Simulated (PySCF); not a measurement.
Compound: C6H8FNS (charge -1 and doublet state).
SMILES with atom numbers: `[F:1]/[C:2](=[C:3]/[S-:4])[CH2:5][NH:6][CH:7]1[CH2:8][CH2:9]1` (hydrogens: H10, H11 on C5; H12 on N6; H13 on C7; H14, H15 on C8; H16, H17 on C9)

Geometry (GFN2-xTB, Å), atoms numbered from 1 in this order:
```xyz
17
C6H8FNS angstrom
F      2.3917   -2.1565   -0.3338
C      2.1088   -0.7536   -0.3437
C      2.4677   -0.0570   -1.3926
S      2.3810    1.5113   -1.8920
C      1.3416   -0.3946    0.9025
N     -0.0822   -0.7637    0.8655
C     -0.8165    0.0372   -0.0704
C     -2.3097    0.0502    0.0430
C     -1.5146    1.2489    0.4702
H      1.7772   -0.9094    1.7682
H      1.4002    0.6854    1.0543
H     -0.1391   -1.7433    0.5881
H     -0.3888    0.1260   -1.0696
H     -2.7534   -0.5560    0.8191
H     -2.8982    0.1124   -0.8610
H     -1.5450    2.1394   -0.1391
H     -1.4276    1.4351    1.5296
```

The hyperfine couplings belong to this conformer and change with its torsions.

Level of theory: UKS B3LYP, pcH-1 on C F H N S, non-relativistic, mean-field spin-orbit, GIAO in PySCF. Whether the extra electron is bound in the gas phase wasn't checked; a finite basis holds it in any case. Couplings are sensitive to structure, and on GFN2-xTB geometries they can be far from those on DFT ones, by a factor of two or more for some ions and for spin on atoms past the first row. The SCF solution wasn't tested for stability.

Mulliken spin populations: F1 +0.014, C2 -0.040, C3 +0.587, S4 +0.393, C5 +0.032, N6 +0.001, C7 -0.001, C8 +0.001, C9 0.000, H10 +0.003, H11 +0.005, H12 0.000, H13 +0.003, H14 0.000, H15 0.000, H16 +0.002, H17 0.000. Main spin sites, with 60 % or more of the largest population: C3, S4; positions count bonds from the nearest.

Task: What dipolar couplings does the calculation give for H10, H11, H12, H13, H14, H15, H16, H17?

Result: 
```json
{"atom": "H10", "position": "3 bonds from C3", "distance from C3 (Å)": "3.35", "T1 (MHz)": "-2.40", "T2": "-0.77", "T3": "3.17"}
{"atom": "H11", "position": "3 bonds from C3", "distance from C3 (Å)": "2.77", "T1 (MHz)": "-3.54", "T2": "-0.46", "T3": "4.00"}
{"atom": "H12", "position": "4 bonds from C3", "distance from C3 (Å)": "3.68", "T1 (MHz)": "-1.14", "T2": "-0.92", "T3": "2.05"}
{"atom": "H13", "position": "5 bonds from C3", "distance from C3 (Å)": "2.88", "T1 (MHz)": "-2.14", "T2": "-1.49", "T3": "3.63"}
{"atom": "H14", "position": "6 bonds from C3", "distance from C3 (Å)": "5.69", "T1 (MHz)": "-0.37", "T2": "-0.33", "T3": "0.70"}
{"atom": "H15", "position": "6 bonds from C3", "distance from C3 (Å)": "5.39", "T1 (MHz)": "-0.44", "T2": "-0.40", "T3": "0.83"}
{"atom": "H16", "position": "6 bonds from C3", "distance from C3 (Å)": "4.74", "T1 (MHz)": "-0.84", "T2": "-0.61", "T3": "1.45"}
{"atom": "H17", "position": "6 bonds from C3", "distance from C3 (Å)": "5.09", "T1 (MHz)": "-0.60", "T2": "-0.47", "T3": "1.07"}
```

Task: Estimate them with point dipoles: put each population ρk at its nucleus, leave out the nucleus itself and the atom bound to it, and sum T = Σ [ρk/(2S)]·C·(3 n nᵀ − 1)/r³ with C = μ0 gₑ μB g_N μN/(4π h) = 79.06 MHz Å³.

Result: 
```tsv
atom	T1 (MHz)	T2	T3	T3, computed	difference in T3 (%)
H10	-1.39	-1.17	2.56	3.17	-19
H11	-2.84	-2.50	5.34	4.00	+33
H12	-1.32	-1.03	2.35	2.05	+14
H13	-2.72	-2.32	5.04	3.63	+39
H14	-0.41	-0.38	0.79	0.70	+12
H15	-0.49	-0.46	0.95	0.83	+14
H16	-0.83	-0.73	1.56	1.45	+7
H17	-0.65	-0.52	1.17	1.07	+9
```

In T3 the estimate is closest for H16 (+7 %, 4.74 Å from C3) and worst for H13 (+39 %, 2.88 Å).

Time: 2.7 min (with the writing of density and orbital grids); peak memory 1.1 GiB. Hardware: one thread of an Arm Neoverse V2, shared host with 96 logical CPUs at a one-minute load of 79.
